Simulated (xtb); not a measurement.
xtb input (GFN1-xTB):

```bash
xtb mol.xyz --gfn 1 --opt tight --chrg 0 --uhf 0
```
mol.xyz:
```
8

C     -2.74205091    -0.28580796     0.21188152
O     -1.42977780    -0.77773739     0.03368574
Al     0.09887775    -0.11394882    -0.02281775
Cl     0.37673565     1.94369231     0.20350863
Cl     1.73512695    -1.36060519    -0.32235978
H     -3.18944210    -0.75402343     1.09131826
H     -3.34716128    -0.53997548    -0.66106400
H     -2.75994373     0.79959938     0.34607100
```

Output:

```
           -------------------------------------------------
          |                Calculation Setup                |
           -------------------------------------------------

           -------------------------------------------------
          |                 G F N 1 - x T B                 |
           -------------------------------------------------

        Reference                      10.1021/acs.jctc.7b00118
      * Hamiltonian:
        H0-scaling (s, p, d)           1.850000    2.250000    2.000000
        zeta-weighting                 0.000000
      * Dispersion:
        s8                             2.400000
        a1                             0.630000
        a2                             5.000000
        s9                             0.000000
      * Repulsion:
        kExp                           1.500000
        rExp                           1.000000
      * Coulomb:
        alpha                          2.000000
        third order                    atomic
        anisotropic                    false
      * Halogen bond correction:
        rad-scale                      1.300000
        damping                        0.440000

          ...................................................
          :                      SETUP                      :
          :.................................................:
          :  # basis functions                  44          :
          :  # atomic orbitals                  41          :
          :  # shells                           19          :
          :  # electrons                        30          :
          :  # halogen bonds                     2          :
          :  max. iterations                   250          :
          :  Hamiltonian                  GFN1-xTB          :
          :  restarted?                      false          :
          :  GBSA solvation                  false          :
          :  PC potential                    false          :
          :  electronic temp.          300.0000000     K    :
          :  accuracy                    1.0000000          :
          :  -> integral cutoff          0.2500000E+02      :
          :  -> integral neglect         0.1000000E-07      :
          :  -> SCF convergence          0.1000000E-05 Eh   :
          :  -> wf. convergence          0.2000000E-04 e    :
          :  Broyden damping             0.4000000          :
          :  net charge                          0          :
          :  unpaired electrons                  0          :
          ...................................................

 iter      E             dE          RMSdq      gap      omega  full diag
   1    -18.4868919 -0.184869E+02  0.685E+00    5.08       0.0  T
   2    -18.5074015 -0.205096E-01  0.406E+00    5.11       1.0  T
   3    -18.5076955 -0.293943E-03  0.735E-01    5.04       1.0  T
   4    -18.5081929 -0.497458E-03  0.396E-02    4.98       1.0  T
   5    -18.5082124 -0.195186E-04  0.181E-02    5.01       2.0  T
   6    -18.5082135 -0.110021E-05  0.488E-03    5.01       7.3  T
   7    -18.5082136 -0.106781E-06  0.117E-03    5.01      30.2  T
[...]
    * Orbital Energies and Occupations

         #    Occupation            Energy/Eh            Energy/eV
      -------------------------------------------------------------
         1        2.0000           -0.9330201             -25.3888
       ...           ...                  ...                  ...
         3        2.0000           -0.7622763             -20.7426
         4        2.0000           -0.6501968             -17.6928
         5        2.0000           -0.5811210             -15.8131
         6        2.0000           -0.5689580             -15.4821
         7        2.0000           -0.5680952             -15.4587
         8        2.0000           -0.5335253             -14.5180
         9        2.0000           -0.4987985             -13.5730
        10        2.0000           -0.4943764             -13.4527
        11        2.0000           -0.4881563             -13.2834
        12        2.0000           -0.4852068             -13.2031
        13        2.0000           -0.4739523             -12.8969
        14        2.0000           -0.4611116             -12.5475
        15        2.0000           -0.4559855             -12.4080 (HOMO)
        16                         -0.2760596              -7.5120 (LUMO)
        17                         -0.1402861              -3.8174
        18                         -0.0900100              -2.4493
        19                         -0.0865012              -2.3538
        20                         -0.0824723              -2.2442
        21                         -0.0592075              -1.6111
        22                         -0.0553385              -1.5058
        23                         -0.0547042              -1.4886
        24                         -0.0540819              -1.4716
        25                         -0.0534916              -1.4556
        26                         -0.0514934              -1.4012
       ...                                ...                  ...
        41                          0.9612322              26.1565
      -------------------------------------------------------------
                  HL-Gap            0.1799259 Eh            4.8960 eV
             Fermi-level           -0.3660226 Eh           -9.9600 eV

  Mulliken/CM5 charges         n(s)   n(p)   n(d)
     1C     0.19166  0.07460   0.964  2.844  0.000
     2O    -0.51605 -0.58283   1.625  4.891  0.000
     3Al    0.50782  0.42761   0.834  1.012  0.647
     4Cl   -0.13836 -0.09439   1.871  5.274 -0.007
     5Cl   -0.11190 -0.06583   1.869  5.250 -0.007
     6H     0.02355  0.08165   0.976  0.000  0.000
     7H     0.02355  0.08165   0.976  0.000  0.000
     8H     0.01974  0.07754   0.980  0.000  0.000

Wiberg/Mayer (AO) data.
largest (>0.10) Wiberg bond orders for each atom

 ---------------------------------------------------------------------------
     #   Z sym  total        # sym  WBO       # sym  WBO       # sym  WBO
 ---------------------------------------------------------------------------
     1   6 C    3.923 --     6 H    0.980     7 H    0.980     8 H    0.976
                             2 O    0.926
     2   8 O    2.172 --     3 Al   1.130     1 C    0.926
     3  13 Al   3.827 --     5 Cl   1.339     4 Cl   1.294     2 O    1.130
     4  17 Cl   1.428 --     3 Al   1.294
     5  17 Cl   1.459 --     3 Al   1.339
     6   1 H    1.011 --     1 C    0.980
     7   1 H    1.011 --     1 C    0.980
     8   1 H    1.006 --     1 C    0.976
 ---------------------------------------------------------------------------

Topologies differ in total number of bonds
Writing topology from bond orders to xtbtopo.mol

 dipole moment from electron density (au)
     X       Y       Z
  -0.7957   0.1336   0.0879  total (Debye):    2.063

           -------------------------------------------------
          |                Geometry Summary                 |
           -------------------------------------------------

      molecular mass/u    :      128.9213768
   center of mass at/Å    :        0.1586369       0.0538717      -0.0076975
  moments of inertia/u·Å² :        0.2251394E+03   0.2685053E+03   0.4904489E+03
rotational constants/cm⁻¹ :        0.7487642E-01   0.6278325E-01   0.3437185E-01

 * 7 selected distances

     #   Z          #   Z                                           value/Å
     1   6 C        2   8 O                                       1.4248486
     2   8 O        3  13 Al                                      1.6776604
     3  13 Al       4  17 Cl                                      2.0654139 (max)
     3  13 Al       5  17 Cl                                      2.0488437
     1   6 C        6   1 H                                       1.0970363
     1   6 C        7   1 H                                       1.0970363 (min)
     1   6 C        8   1 H                                       1.0980733

 * 4 distinct bonds (by element types)

   Z      Z             #   av. dist./Å        max./Å        min./Å
   1 H    6 C           3     1.0973820     1.0980733     1.0970363
   6 C    8 O           1     1.4248486     1.4248486     1.4248486
   8 O   13 Al          1     1.6776604     1.6776604     1.6776604
  13 Al  17 Cl          2     2.0571288     2.0654139     2.0488437

optimized geometry written to: xtbopt.xyz

           -------------------------------------------------
          | TOTAL ENERGY              -18.424827226013 Eh   |
          | GRADIENT NORM               0.000281074222 Eh/α |
          | HOMO-LUMO GAP               4.896033450189 eV   |
           -------------------------------------------------

------------------------------------------------------------------------
------------------------------------------------------------------------
 total:
 SCF:
Note: The following floating-point exceptions are signalling: IEEE_DENORMAL
normal termination of xtb
 ANC optimizer:
```
